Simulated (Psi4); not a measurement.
A dimer, H4Si ··· H4Ge (SMILES [SiH4] and [GeH4]); the first 5 atoms form monomer A.

```
10

Si     0.0000     0.0000     0.0000
H     -0.2474    -1.0392    -1.0248
H     -0.7124     1.2423    -0.3749
H      1.4527     0.2713     0.0869
H     -0.4928    -0.4744     1.3128
Ge     1.2404     4.0746     0.5911
H      1.1097     5.1108     1.7172
H      2.2920     3.0251     0.9806
H      1.6738     4.7776    -0.7038
H     -0.1140     3.3847     0.3705
```

Task: What interaction energy does SAPT0/jun-cc-pVDZ, frozen core in Psi4 give, and which attractive term is the largest?

Result: Total 0.70 kcal/mol: electrostatics -0.79, exchange 2.99, induction -0.29, dispersion -1.22. The most attractive term is dispersion.
